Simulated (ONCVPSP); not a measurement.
## As ONCV: all-electron and pseudo phase curves

```
Element                 : arsenic
Generator               : ONCVPSP 4.0.1
Type                    : optimised norm-conserving Vanderbilt (ONCV)
Functional              : PBEsol
Relativity              : scalar-relativistic
Frozen core             : [Ne]
Valence charge          : 23
Reference configuration : 3s2 3p6 3d10 4s2 4p1.5 (charge +1.5)
Partial waves           : 3s+4s: rc 1.05 bohr, ncon 4, nbas 8, qcut 10 1/bohr, 2 projectors; 3p+4p: rc 1.10 bohr, ncon 4, nbas 8, qcut 14.6 1/bohr, 2 projectors; 3d: rc 0.65 bohr, ncon 3, nbas 8, qcut 22.1 1/bohr, local
Local potential         : the d channel
Core correction         : none
```

The phase is arctan(r·R′/R) of the radial function R(r), unwrapped; energies in Ha, scanned from -9 to 5 Ha. A pole is an energy at which the radial function vanishes at the test radius. The pseudo phase is shifted by a multiple of π to meet the all-electron one at the reference energy, and phase errors are pseudo minus all-electron; the curves can meet again beyond the range given. Levels narrower than the energy grid can be missing from the lists of poles.

Task: For each channel, where are the poles, and over which energies does the pseudopotential scatter like the atom?

Result:

```json
{"channel": "s", "radius (bohr)": "1.07", "reference energy (Ha)": "-1.04", "poles, all-electron": "-6.80", "poles, pseudo": "-6.80", "unbroken range about the reference energy with phases within 0.05 rad": "the whole range", "phase error 1 Ha above the reference energy (rad)": "-0.000"}
{"channel": "p", "radius (bohr)": "1.12", "reference energy (Ha)": "-0.66", "poles, all-electron": "-4.81", "poles, pseudo": "-4.81", "unbroken range about the reference energy with phases within 0.05 rad": "the whole range", "phase error 1 Ha above the reference energy (rad)": "+0.000"}
{"channel": "d", "radius (bohr)": "0.66", "reference energy (Ha)": "-2.06", "poles, all-electron": "4.72", "poles, pseudo": "none", "unbroken range about the reference energy with phases within 0.05 rad": "the whole range", "phase error 1 Ha above the reference energy (rad)": "+0.001"}
```

Phases in the d channel:

```
E (Ha)  all-electron  pseudo
 -8.96         0.732   0.751
 -8.24         0.630   0.650
 -7.52         0.500   0.522
 -6.80         0.336   0.358
 -6.08         0.135   0.155
 -5.36        -0.099  -0.084
 -4.64        -0.346  -0.336
 -3.92        -0.578  -0.573
 -3.20        -0.778  -0.776
 -2.48        -0.940  -0.940
 -1.76        -1.069  -1.069
 -1.04        -1.171  -1.170
 -0.32        -1.254  -1.252
  0.40        -1.321  -1.318
  1.12        -1.378  -1.373
  1.84        -1.427  -1.419
  2.56        -1.469  -1.459
  3.28        -1.506  -1.494
  4.00        -1.540  -1.525
  4.72        -1.571  -1.553
```
